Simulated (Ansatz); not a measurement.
Reaction (redistribution): `[OH][Zr]([F])([F])[F]` + `CC(C)[NH][AlH][Cl]` → `CC(C)[NH][Zr]([F])([F])[F]` + `[OH][AlH][Cl]`

Program: Ansatz. Geometries: PBE0-D4/def2-TZVP. ΔE: electronic, gas phase. CCSD(T)/CBS is the MP2 limit (def2-TZVPP, def2-QZVPP) plus CCSD(T) − MP2 in def2-TZVPP, frozen cores. This one scheme is used for every species. DFT in def2-TZVPP. B3LYP here is the variant with VWN-RPA as its local correlation; programs differ in this. Elements past krypton have def2 core potentials. For Zr outer-core shells are correlated without core-valence functions, which leaves a few kJ/mol of doubt a bond. One conformer a species, not always the lowest.

```json
{"level": "PBE0-D4", "ΔE (kJ/mol)": "17.5", "difference from CCSD(T)/CBS": "4.2"}
{"level": "B3LYP-D4", "ΔE (kJ/mol)": "17.4", "difference from CCSD(T)/CBS": "4.1"}
{"level": "ωB97X-V", "ΔE (kJ/mol)": "19.8", "difference from CCSD(T)/CBS": "6.5"}
{"level": "ωB97M-V", "ΔE (kJ/mol)": "18.1", "difference from CCSD(T)/CBS": "4.8"}
{"level": "B2PLYP", "ΔE (kJ/mol)": "17.9", "difference from CCSD(T)/CBS": "4.6"}
{"level": "r2SCAN", "ΔE (kJ/mol)": "16.3", "difference from CCSD(T)/CBS": "3.0"}
{"level": "PBE0", "ΔE (kJ/mol)": "19.9", "difference from CCSD(T)/CBS": "6.6"}
{"level": "B3LYP", "ΔE (kJ/mol)": "21.8", "difference from CCSD(T)/CBS": "8.5"}
{"level": "HF/def2-TZVPP", "ΔE (kJ/mol)": "27.8", "difference from CCSD(T)/CBS": "14.5"}
{"level": "SCS-MP2/def2-TZVPP", "ΔE (kJ/mol)": "13.5", "difference from CCSD(T)/CBS": "0.2"}
{"level": "CCSD(T)/def2-TZVPP", "ΔE (kJ/mol)": "11.7", "difference from CCSD(T)/CBS": "-1.6"}
{"level": "HF/def2-QZVPP", "ΔE (kJ/mol)": "28.1", "difference from CCSD(T)/CBS": "14.8"}
{"level": "MP2/def2-QZVPP", "ΔE (kJ/mol)": "11.7", "difference from CCSD(T)/CBS": "-1.6"}
{"level": "SCS-MP2/def2-QZVPP", "ΔE (kJ/mol)": "14.5", "difference from CCSD(T)/CBS": "1.2"}
{"level": "MP2/CBS(def2)", "ΔE (kJ/mol)": "12.3", "difference from CCSD(T)/CBS": "-1.0"}
{"level": "CCSD/CBS(def2)", "ΔE (kJ/mol)": "15.6", "difference from CCSD(T)/CBS": "2.3"}
{"level": "CCSD(T)/CBS", "ΔE (kJ/mol)": "13.3", "difference from CCSD(T)/CBS": "0"}
```

Largest T1 diagnostic among the species: 0.017.

The D4 term adds −4.4 kJ/mol with B3LYP and −2.4 kJ/mol with PBE0; it sums over pairs of atoms, weighted by their polarisabilities, and B3LYP, whose exchange is more repulsive, gets the larger term. In def2-TZVPP, CCSD(T) changes the Hartree–Fock value by −16.1 kJ/mol (the triples alone add −2.2 kJ/mol) and MP2 by −17.1 kJ/mol.
